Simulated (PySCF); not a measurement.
O³⁺ (oxygen, charge +3) across methods

[He] 2s2 2p1, 2P determinant. Computed with PySCF 2.14 in aug-cc-pwCVQZ, with no relativity, point nucleus.

```
method  E (hartree)  mean ε 2s α (eV)  mean ε 2s β (eV)  mean ε 2p α (eV)  Σ⟨r²⟩ (bohr²)   ⟨S²⟩
revPBE     -71.2390           -80.194           -77.820           -66.650          3.389  0.751
   PBE     -71.1694           -80.176           -77.789           -66.641          3.392  0.751
   UHF    -71.09843           -91.084           -85.609           -78.075          3.394  0.753
   LDA     -70.6709           -79.939           -77.492           -66.268          3.412  0.751
  TPSS     -71.2677           -80.789           -78.107           -67.396          3.379  0.751
  PBE0     -71.1827           -83.131           -80.094           -69.636          3.388  0.751
r2SCAN     -71.2108           -81.000           -78.184           -67.844          3.387  0.752
```

Problem. Estimate the same row for BHandHLYP.

Solution. E (hartree) = -71.2510; mean ε 2s α (eV) = -85.979; mean ε 2s β (eV) = -82.261; mean ε 2p α (eV) = -72.812; Σ⟨r²⟩ (bohr²) = 3.391; ⟨S²⟩ = 0.752.
